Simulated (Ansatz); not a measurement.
Cost and result for the atomization energy of `C=C1O[SiH]1OC` (12 atoms, 12 bonds).

Cartesian coordinates in Å:
```
C -1.830 -0.933 2.193
C -0.923 -0.806 1.246
O -0.698 -1.635 0.110
Si 0.367 -0.350 0.130
O 0.207 0.836 -0.953
C 1.186 1.288 -1.866
H -2.542 -1.751 2.183
H -1.876 -0.210 2.996
H 1.795 -0.686 0.294
H 2.173 0.866 -1.649
H 1.247 2.376 -1.805
H 0.895 1.005 -2.880
```

Charge 0, multiplicity 1. All single points use the PBE0-D4/def2-TZVP geometry. It is one conformer, not always the lowest. Program: Ansatz. All runs use 4 threads of an Intel Xeon 6975P-C on a shared host. Times are those of one run each, without the atoms' runs, and a repeat can differ threefold. Electronic energies, without spin–orbit coupling; frozen cores. CCSD(T)/CBS adds CCSD(T) − MP2 in def2-TZVPP to the MP2 limit, and its time is that of the two runs behind it. T1 = 0.014. HSE06 is the plane-wave form, built on full-range PBE exchange.

CCSD(T)/CBS is a level of theory with its own doubt, some kJ/mol a heavy atom from the limit and from the frozen cores, so smaller differences don't rank the functionals.

```json
{"level": "LDA (SPW92)/def2-TZVPP", "functions": "281", "atomization (kcal/mol)": "1346.6", "difference from CCSD(T)/CBS": "185.2", "per bond": "15.4"}
{"level": "PBE-QIDH/def2-TZVPP", "functions": "281", "atomization (kcal/mol)": "1153.1", "difference from CCSD(T)/CBS": "-8.3", "per bond": "-0.7"}
{"level": "CCSD(T)/def2-SVP", "functions": "118", "atomization (kcal/mol)": "1087.9", "difference from CCSD(T)/CBS": "-73.5", "per bond": "-6.1"}
{"level": "CCSD(T)/CBS(def2)", "functions": "–", "atomization (kcal/mol)": "1161.4", "difference from CCSD(T)/CBS": "0.0", "per bond": "0.0"}
{"level": "B2PLYP/def2-TZVPP", "functions": "281", "atomization (kcal/mol)": "1150.0", "difference from CCSD(T)/CBS": "-11.4", "per bond": "-1.0"}
{"level": "revPBE-D4/def2-TZVPP", "functions": "281", "atomization (kcal/mol)": "1160.1", "difference from CCSD(T)/CBS": "-1.3", "per bond": "-0.1"}
{"level": "MP2/def2-QZVPP", "functions": "535", "atomization (kcal/mol)": "1177.2", "difference from CCSD(T)/CBS": "15.8", "per bond": "1.3"}
{"level": "HSE06-D4/def2-TZVPP", "functions": "281", "atomization (kcal/mol)": "1164.7", "difference from CCSD(T)/CBS": "3.3", "per bond": "0.3"}
{"level": "PBE0-D4/def2-TZVPP", "functions": "281", "atomization (kcal/mol)": "1163.6", "difference from CCSD(T)/CBS": "2.2", "per bond": "0.2"}
{"level": "PBE-D4/def2-TZVPP (with forces)", "functions": "281", "atomization (kcal/mol)": "1193.0", "difference from CCSD(T)/CBS": "31.6", "per bond": "2.6"}
{"level": "CAM-B3LYP-D4/def2-TZVPP", "functions": "281", "atomization (kcal/mol)": "1166.1", "difference from CCSD(T)/CBS": "4.7", "per bond": "0.4"}
{"level": "r2SCAN-D4/def2-TZVPP (with forces)", "functions": "281", "atomization (kcal/mol)": "1167.5", "difference from CCSD(T)/CBS": "6.1", "per bond": "0.5"}
{"level": "CCSD(T)/def2-TZVPP", "functions": "281", "atomization (kcal/mol)": "1128.7", "difference from CCSD(T)/CBS": "-32.7", "per bond": "-2.7"}
```

(1) Order the runs by time, with rough figures. (Estimate.)

Answers

(1) Computed: LDA (SPW92)/def2-TZVPP 1 s; revPBE-D4/def2-TZVPP 1.6 s; PBE-D4/def2-TZVPP (with forces) 1.7 s; PBE0-D4/def2-TZVPP 1.9 s; HSE06-D4/def2-TZVPP 2.2 s; CAM-B3LYP-D4/def2-TZVPP 2.4 s; r2SCAN-D4/def2-TZVPP (with forces) 2.5 s; CCSD(T)/def2-SVP 3.2 s; B2PLYP/def2-TZVPP 3.8 s; PBE-QIDH/def2-TZVPP 3.9 s; MP2/def2-QZVPP 16 s; CCSD(T)/def2-TZVPP 71 s; CCSD(T)/CBS(def2) 87 s.

From r2SCAN to r2SCAN0 (25 % exact exchange), in def2-TZVPP and without D4, the atomization energy moves by −25.3 kcal/mol: exact exchange takes away binding that semilocal exchange gives to molecules. The D4 term adds +9.1 kcal/mol with B3LYP and +4.8 kcal/mol with PBE0; it sums over pairs of atoms, weighted by their polarisabilities, and B3LYP, whose exchange is more repulsive, gets the larger term. In def2-TZVPP, CCSD(T) changes the Hartree–Fock value by +306.0 kcal/mol (the triples alone add +21.0 kcal/mol) and MP2 by +334.9 kcal/mol; breaking electron pairs costs correlation energy, which Hartree–Fock lacks.

B3LYP here is the variant with VWN-RPA as its local correlation; programs differ in this.
